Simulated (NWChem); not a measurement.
System: CH$_{2}$BrF; SMILES BrCF

Parts of the log:

```
             Northwest Computational Chemistry Package (NWChem) 7.3.0
             --------------------------------------------------------

 CS  symmetry detected

                             Geometry "geometry" -> ""
                             -------------------------

 Output coordinates in angstroms (scale by  1.889725989 to convert to a.u.)

  No.       Tag          Charge          X              Y              Z
 ---- ---------------- ---------- -------------- -------------- --------------
    1 F                    9.0000     0.39541200     1.95524424     0.00000000
    2 C                    6.0000    -0.60729157     1.06353060     0.00000000
    3 Br                  35.0000     0.07180988    -0.75201146     0.00000000
    4 H                    1.0000    -1.21415221     1.17100959     0.90958800
    5 H                    1.0000    -1.21415221     1.17100959    -0.90958800

 Effective nuclear repulsion energy (a.u.)     165.4770949843

      Symmetry information
      --------------------

 Group name             Cs
 Group number              2
 Group order               2
 No. of unique centers     4

                                 NWChem DFT Module
                                 -----------------

 Summary of "ao basis" -> "ao basis" (spherical)
 ------------------------------------------------------------------------------
       Tag                 Description            Shells   Functions and Types
 ---------------- ------------------------------  ------  ---------------------
 F                         def2-svpd                 9       23   4s3p2d
 C                         def2-svpd                 8       20   4s2p2d
 Br                        def2-svpd                15       41   6s5p4d
 H                         def2-svpd                 4        8   2s2p

      Symmetry analysis of basis
      --------------------------

        a'         66
        a"         34

            General Information
            -------------------
          SCF calculation type: DFT
          Wavefunction type:  closed shell.
          No. of atoms     :     5
          No. of electrons :    52
           Alpha electrons :    26
            Beta electrons :    26
          Charge           :     0
          Spin multiplicity:     1
          Use of symmetry is: off; symmetry adaption is: on
          Maximum number of iterations: 150
          AO basis - number of functions:   100
                     number of shells:    40
          Convergence on energy requested:  1.00D-06
          Convergence on density requested:  1.00D-05
          Convergence on gradient requested:  5.00D-04

              XC Information
              --------------
                         B3LYP Method XC Potential
                     Hartree-Fock (Exact) Exchange  0.200
                        Slater Exchange Functional  0.800 local
                    Becke 1988 Exchange Functional  0.720 non-local
              Lee-Yang-Parr Correlation Functional  0.810
                  VWN I RPA Correlation Functional  0.190 local

             Grid Information
             ----------------
          Grid used for XC integration:  medium
          Radial quadrature: Mura-Knowles
          Angular quadrature: Lebedev.
          Tag              B.-S. Rad. Rad. Pts. Rad. Cut. Ang. Pts.
          ---              ---------- --------- --------- ---------
          F                   0.50       49          11.0       434
          C                   0.70       49          10.0       434
          Br                  1.15      112          10.0       590
          H                   0.35       45          10.0       434
          Grid pruning is: on
          Number of quadrature shells:   300
          Spatial weights used:  Erf1

      Superposition of Atomic Density Guess
      -------------------------------------

 Sum of atomic energies:       -2710.00913738

      Non-variational initial energy
      ------------------------------

 Total energy =   -2710.879147
 1-e energy   =   -4101.563199
 2-e energy   =    1225.206958
 HOMO         =      -0.348904
 LUMO         =       0.033958

      Symmetry analysis of molecular orbitals - initial
      -------------------------------------------------

  Numbering of irreducible representations:

     1 a'          2 a"

  Orbital symmetries:

[...]

                                NWChem TDDFT Module
                                -------------------

            General Information
            -------------------
           No. of orbitals :     200
            Alpha orbitals :     100
             Beta orbitals :     100
        Alpha frozen cores :       0
         Beta frozen cores :       0
     Alpha frozen virtuals :       0
      Beta frozen virtuals :       0
         Spin multiplicity :       1
    Number of AO functions :     100
        Use of symmetry is : off
      Symmetry adaption is : on
         Schwarz screening :  0.10D-07

              XC Information
              --------------
                  B3LYP Method XC Potential
              Hartree-Fock (Exact) Exchange   0.20
                 Slater Exchange Functional   0.80 local
             Becke 1988 Exchange Functional   0.72 non-local
       Lee-Yang-Parr Correlation Functional   0.81
           VWN I RPA Correlation Functional   0.19 local

             TDDFT Information
             -----------------
          Calculation type : Tamm-Dancoff TDDFT
         Wavefunction type : Restricted singlets
          No. of electrons :      52
           Alpha electrons :      26
            Beta electrons :      26
              No. of roots :       6
          Max subspacesize :    5200
            Max iterations :     100
               Target root :       1
           Target symmetry : none
      Symmetry restriction : off
                 Algorithm : Optimal
        Davidson threshold :  0.10D-03

    6 smallest eigenvalue differences (eV)
--------------------------------------------------------
  No. Spin  Occ  Vir  Irrep   E(Occ)    E(Vir)   E(Diff)
--------------------------------------------------------
    1    1   26   27 a"       -0.297    -0.029     7.304
    2    1   25   27 a'       -0.308    -0.029     7.599
    3    1   26   28 a"       -0.297     0.015     8.500
    4    1   25   28 a'       -0.308     0.015     8.796
    5    1   26   29 a"       -0.297     0.042     9.214
    6    1   26   30 a'       -0.297     0.045     9.315
--------------------------------------------------------

  Entering Davidson iterations
  Restricted singlet excited states

  Iter   NTrls   NConv    DeltaV     DeltaE      Time
  ----  ------  ------  ---------  ---------  ---------
    1      6       0     0.66E-01   0.10+100       22.3
    2     12       0     0.16E-01   0.47E-02       22.3
    3     18       0     0.81E-02   0.48E-03       22.9
    4     24       0     0.34E-02   0.13E-03       22.9
    5     30       2     0.27E-02   0.17E-04       22.8
    6     34       4     0.39E-02   0.18E-04       20.9
    7     36       5     0.15E-02   0.32E-04       19.5
    8     37       5     0.39E-03   0.39E-05       18.3
    9     38       6     0.82E-04   0.15E-06       18.2
  ----  ------  ------  ---------  ---------  ---------
  Convergence criterion met

  Ground state a'      -2712.919663641246 a.u.

  ----------------------------------------------------------------------------
  Root   1 singlet a"             0.224225686 a.u.                6.1015 eV
  ----------------------------------------------------------------------------
     Transition Moments    X -0.00000   Y  0.00000   Z -0.05008
     Dipole Oscillator Strength                    0.0003749741
     Electric Quadrupole                           0.0000000121
     Magnetic Dipole                               0.0000002410
     Total Oscillator Strength                     0.0003752272

     Occ.   26  a"  ---  Virt.   27  a'      -0.99175
     Occ.   26  a"  ---  Virt.   28  a'       0.06655
     Occ.   26  a"  ---  Virt.   31  a'      -0.05961
  ----------------------------------------------------------------------------
  Root   2 singlet a'             0.236226300 a.u.                6.4280 eV
  ----------------------------------------------------------------------------
     Transition Moments    X -0.00663   Y  0.08975   Z  0.00000
     Dipole Oscillator Strength                    0.0012753628
     Electric Quadrupole                           0.0000000252
     Magnetic Dipole                               0.0000005950
     Total Oscillator Strength                     0.0012759830

     Occ.   25  a'  ---  Virt.   27  a'      -0.99275
  ----------------------------------------------------------------------------
  Root   3 singlet a"             0.274912408 a.u.                7.4808 eV
  ----------------------------------------------------------------------------
     Transition Moments    X -0.00000   Y  0.00000   Z -0.47380
     Dipole Oscillator Strength                    0.0411420831
     Electric Quadrupole                           0.0000003753
     Magnetic Dipole                               0.0000015400
     Total Oscillator Strength                     0.0411439985

     Occ.   26  a"  ---  Virt.   27  a'       0.06570
     Occ.   26  a"  ---  Virt.   28  a'       0.99528
  ----------------------------------------------------------------------------
  Root   4 singlet a'             0.287250687 a.u.                7.8165 eV
  ----------------------------------------------------------------------------
     Transition Moments    X -0.53298   Y -0.36940   Z  0.00000
     Dipole Oscillator Strength                    0.0805301396
     Electric Quadrupole                           0.0000001751
     Magnetic Dipole                               0.0000003272
     Total Oscillator Strength                     0.0805306419

[...]
```

Level: B3LYP/def2-SVPD, TDA. All runs use the structure optimised with PBE0/def2-SVP.

Task: Write an input that gives this output.

Result: One answer among several that fit: the input that was run:
```
start job
memory heap 200 mb stack 900 mb global 1100 mb
geometry units angstroms noautoz
  F      0.410381     1.958234     0.000000
  C     -0.602799     1.078442     0.000000
  Br     0.054782    -0.745005     0.000000
  H     -1.208346     1.193091     0.909588
  H     -1.208346     1.193091    -0.909588
end
basis spherical
  * library def2-svpd
end
dft
  xc b3lyp
  iterations 150
end
tddft
  cis
  nroots 6
  notriplet
end
task tddft energy
```
